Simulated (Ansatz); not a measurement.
Cartesian coordinates (Å):
```xyz
8

C     -1.7276     0.1264    -0.1889
N     -0.7510    -0.4359     0.3669
Si     0.9374    -0.4351     0.1532
N      1.7781     0.9123     0.2632
H     -1.6454     0.7447    -1.0908
H     -2.7355     0.0152     0.2230
H      1.3549    -1.8443    -0.0013
H      2.7890     0.9167     0.2747
```
Charge +1, spin multiplicity 2.

These are Ansatz (a first-principles code) with frozen-core CCSD(T)/cc-pVTZ // B3LYP-D3(BJ)/def2-TZVP values and carry that method's errors. The geometry is that of the parent before the electron was removed.

- HF energy: -437.77304 Ha
- MP2 correlation energy: -0.61158 Ha

Q: Estimate the CCSD correlation energy, the (T) correction, the total energy and the T1 diagnostic.

A: 
```yaml
CCSD correlation energy: -0.64931 Ha
"(T) correction": -0.02964 Ha
CCSD(T) total energy: -438.45199 Ha
T1 diagnostic: 0.043
```
